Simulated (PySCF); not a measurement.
# A ladder of Hamiltonians for Cr²⁰⁺ (chromium, charge +20)

Occupied: 1s1/2, 2s1/2. Hartree-Fock calculated with PySCF 2.14 in an uncontracted even-tempered set (16 s from 1.6 bohr⁻², ratio 2.7; 11 p from 1.9 bohr⁻², ratio 2.7), Gaussian nucleus throughout. NR is non-relativistic, sf-X2C the spin-free one-electron X2C Hamiltonian, X2C adds the bare one-electron spin-orbit term, X2C-SNSO screens it by Boettger's factors, DC is four-component Dirac-Coulomb, and the Gaunt and Breit terms are added at first order (total energies over the DC spinors, levels after relaxing the spinors in that mean field). QED terms are absent. Levels marked empty are virtual spinors of this ion.

| Hamiltonian | E (hartree) | E − E(DC) (hartree) | CPU seconds |
| --- | --- | --- | --- |
| NR | -683.0945 | 5.4333 | 0.26 |
| sf-X2C | -688.4232 | 0.1047 | 0.14 |
| X2C | -688.4232 | 0.1047 | 0.14 |
| X2C-SNSO | -688.4232 | 0.1047 | 0.14 |
| DC | -688.5279 | 0.0000 | 2.5 |
| DC+Gaunt | -688.3121 | 0.2158 | 4.2 |
| DC+Breit | -688.3160 | 0.2119 | 35 |

```csv
level (eV),NR,sf-X2C,X2C,X2C-SNSO,DC,DC+Gaunt,DC+Breit
1s1/2,-7189.4,-7240.2,-7240.2,-7240.2,-7242.7,-7237.6,-7237.7
2s1/2,-1613.8,-1628.3,-1628.3,-1628.3,-1628.5,-1628.0,-1628.0
2p1/2 (empty),-1484.8,-1489.5,-1497.4,-1496.8,-1496.9,-1496.0,-1496.1
2p3/2 (empty),-1484.8,-1489.5,-1485.7,-1486.0,-1486.0,-1485.5,-1485.6
3s1/2 (empty),-650.51,-655.10,-655.10,-655.10,-655.16,-655.01,-655.04
```

| interval (eV) | X2C | X2C-SNSO | DC | DC+Gaunt | DC+Breit |
| --- | --- | --- | --- | --- | --- |
| 2p3/2 − 2p1/2 | 11.75 | 10.76 | 10.88 | 10.49 | 10.49 |

Weight of the small component: 1s1/2 0.00752, 2s1/2 0.00165, 2p1/2 0.00159, 2p3/2 0.00158, 3s1/2 0.000656.

Koopmans' value for the highest occupied level at DC+Breit: 1628.0 eV, against an ionisation energy of 1634.1 ± 0.5 eV (semi-empirical (NIST evaluation); NIST Atomic Spectra Database, ionization energies); the former lacks relaxation, correlation, QED and recoil.

The whole ladder took 43 s of wall time on 1 thread of Neoverse-N1 (shared host), launched as `OMP_NUM_THREADS=1 python relrun2.py TASK.json OUT` (a driver that calls PySCF for each Hamiltonian).
